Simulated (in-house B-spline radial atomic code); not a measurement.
A radial electron density 4πr²n(r) was computed for an atom or ion in its tabulated ground configuration with a B-spline radial code for spherical atoms; method: non-relativistic PBE, spin-polarised, spherical fractional occupations. Columns: r (bohr), 4πr²n(r) (electrons per bohr), bar.

```
 0.00262   0.8978 #
 0.00312     1.24 ##
 0.00371    1.701 ##
 0.00442    2.327 ###
 0.00527    3.165 ####
 0.00627    4.253 #####
 0.00747    5.671 #######
  0.0089    7.474 #########
  0.0106    9.708 ############
  0.0126    12.37 ################
   0.015    15.48 ####################
  0.0179    18.98 ########################
  0.0213    22.57 #############################
  0.0254    26.03 #################################
  0.0303    28.91 #####################################
  0.0361    30.73 #######################################
   0.043    31.17 ########################################
  0.0512    30.17 ######################################
  0.0609    28.12 ####################################
  0.0726    25.83 #################################
  0.0865    24.53 ###############################
   0.103    25.19 ################################
   0.123    28.05 ####################################
   0.146    31.83 ########################################
   0.174    34.63 ############################################
   0.207    34.18 ###########################################
   0.247    29.59 ######################################
   0.294    22.39 ############################
    0.35    15.63 ####################
   0.417    12.14 ###############
   0.497    12.45 ################
   0.592    14.36 ##################
   0.705    14.87 ###################
    0.84    12.59 ################
       1    8.492 ###########
    1.19    4.501 ######
    1.42    1.817 ##
    1.69   0.5641 #
    2.01   0.1303 
     2.4  0.02064 
    2.86 0.002279
```

(1) Which atom or ion is it?
A. Fe5+
B. Fe6+
C. Co6+
D. Mn6+

Results:

(1) B. The area under the curve, ∫4πr²n dr = ∫r·4πr²n d(ln r) on this logarithmic grid, is 20 electrons, which only this option has. The configuration is [Ar] 3d2.
